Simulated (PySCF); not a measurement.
PySCF input file for Si(Me)2(OH)(SH) (C2H8OSSi), SMILES C[Si](C)(S)O, SMD-B3LYP/6-31G*. The structure is a stationary point at B3LYP-D3(BJ)/def2-SVP. The values are those of a single conformer.

```python
import numpy as np
from pyscf import gto, scf, dft
from pyscf.solvent import smd

mol = gto.M(
    atom='''
    C    -1.56192212   -1.23663666   -0.29651018
    Si   -0.05712935   -0.26764003    0.23381442
    C     1.51710418   -1.28141067    0.15015083
    O    -0.39435670    0.24811411    1.79047072
    S     0.31369737    1.42681312   -1.07264370
    H    -2.46550891   -0.60777802   -0.26650388
    H    -1.72301509   -2.09231335    0.37964602
    H    -1.43960895   -1.61850606   -1.32174211
    H     1.43972962   -2.15471717    0.81824757
    H     2.39595895   -0.69278805    0.45872932
    H     1.69670527   -1.64635745   -0.87385524
    H     0.21966513    0.89183364    2.16391837
    H    -0.91951195    1.96194799   -0.91515222
    ''',
    basis='6-31G*',
    charge=0,
    spin=0,
    max_memory=1600,
    verbose=3,
)
mf = dft.RKS(mol, xc='b3lyp').density_fit(auxbasis='def2-universal-jkfit')
mf.grids.level = 3
mf.conv_tol = 1e-9
mf.max_cycle = 100
mf.kernel()
res = {}
for name in ['water', 'tetrahydrofuran', 'methanol']:
    s = mf.SMD()
    s.with_solvent.solvent, s.with_solvent.sasa_ng = name, 194
    s.kernel(mf.make_rdm1())
    res[name] = (s.e_tot, s.with_solvent.get_cds(), s.dip_moment(), s.mo_energy, s.converged)
    print(f'SMD {name}: dG(solv) = {(s.e_tot - mf.e_tot) * 627.509474:.3f} kcal/mol, of which CDS {res[name][1] * 627.509474:.3f}')
```

Log of the run:

```
converged SCF energy = -844.026529319255
converged SCF energy = -844.033473928515
Dipole moment(X, Y, Z, Debye):  0.09948, -0.85905,  0.79830
SMD water: dG(solv) = -4.358 kcal/mol, of which CDS 3.728
converged SCF energy = -844.035085068775
Dipole moment(X, Y, Z, Debye): -0.02219, -0.90965,  0.83513
SMD tetrahydrofuran: dG(solv) = -5.369 kcal/mol, of which CDS -1.243
converged SCF energy = -844.038791211597
Dipole moment(X, Y, Z, Debye):  0.09709, -0.85810,  0.79542
SMD methanol: dG(solv) = -7.694 kcal/mol, of which CDS 0.149
```

Self-consistency was reached.

Cost: roughly 2.1 core-minutes.
